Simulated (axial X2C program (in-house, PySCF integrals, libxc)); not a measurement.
Working with the constants of NaSc⁺

A bond curve at the PBE0 level, two-component, was computed with an in-house all-electron X2C program for linear molecules (integrals from PySCF) (basis Sc dyall-cv3z [10s11p7d5f2g], Na dyall-cv3z [9s8p5d2f] (cores contracted in-house)) for the state Ω = 1/2 (⟨Sz⟩ = 0.50, ⟨Lz⟩ = 0.00 at PBE0). Its fit gives Re = 3.3859 Å, ωe = 142.6 cm⁻¹, ωexe = 0.771 cm⁻¹ and αe = 6.944e-04 cm⁻¹; the masses are 44.9559 and 22.9898 u. Two-component means X2C with spin–orbit coupling and atomic mean-field Coulomb and Gaunt terms.

**Question.** Find the reduced mass, Be and the force constant.

**Answer.** From the PBE0 values: μ = 15.2111 u. Be = 16.8576/(μ Re²) = 0.09667 cm⁻¹. k = 5.8918×10⁻⁷ μ ωe² = 0.182 mdyn/Å.

**Question.** Estimate the centrifugal constant by the Kratzer relation.

**Answer.** D = 4Be³/ωe² = 1.78e-07 cm⁻¹.

**Question.** A Morse curve ties αe to the other constants (Pekeris). How well does that hold?

**Answer.** αe(Morse) = 6Be²/ωe × (√(ωexe/Be) − 1) = 7.172e-04 cm⁻¹; the PBE0 curve gives 6.944e-04 cm⁻¹, a ratio of 1.03.

**Question.** Where do the fundamental and the first overtone lie?

**Answer.** ν(1←0) = ωe − 2ωexe = 141.1 cm⁻¹; ν(2←0) = 2ωe − 6ωexe = 280.6 cm⁻¹.

Occupations by symmetry block were frozen at the best pattern of an incomplete PBE0 search. Density functionals use the spin component along the axis (collinear). PBE0 can misorder states that lie within some tenths of an eV, so this need not be the ground state of the molecule. The nearest other 2c determinant of the search, Ω = 3/2, lies 0.07 eV up at the distance of the search.
